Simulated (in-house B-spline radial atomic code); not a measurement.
Ag3+ is squeezed into an impenetrable sphere of radius R (the orbitals vanish at R). Computed with a radial B-spline atomic code at the basis-set limit: Dirac-Kohn-Sham LDA VWN5, spherical fractional occupations, Fermi nucleus of rms radius 4.5454 fm.

Energies in eV above the free ion in [Kr] 4d8:

| R (bohr) | highest level (eV) | [Kr] 4d8 | [Ar] 3d9 4s2 4p6 4d8 4f1 | [Ar] 3d10 4s2 4p5 4d9 |
| --- | --- | --- | --- | --- |
| 7.06 | -43.7 | 3.228e-05 | 404.3 | 53.23 |
| 6.91 | -43.7 | 5.184e-05 | 404.4 | 53.23 |
| 5.39 | -43.7 | 0.005719 | 405.6 | 53.23 |
| 4.31 | -43.5 | 0.1406 | 408.1 | 53.37 |
| 3.83 | -43.2 | 0.5567 | 410.4 | 53.78 |
| 3.2 | -41.7 | 3.269 | 416.6 | 56.58 |
| 2.6 | -36.4 | 17.74 | 436 | 71.73 |
| 2.1 | -21.9 | 78.36 | 501.7 | 134.9 |
| 1.77 | 3.25 | 225 | 652.6 | 286 |
| 1.36 | 89.8 | 934.7 | 1375 | 1007 |

(1) Does [Ar] 3d9 4s2 4p6 4d8 4f1 fall below [Kr] 4d8 under compression?

(2) Does [Ar] 3d10 4s2 4p5 4d9 fall below [Kr] 4d8 under compression?

The highest level is first positive in the row R = 1.77 bohr, pushed up by confinement above the zero of the free ion's potential. Each configuration is held fixed and needn't be the lowest in the sphere.

Answers

(1) No, it stays above over the whole range.

(2) No, it stays above over the whole range.
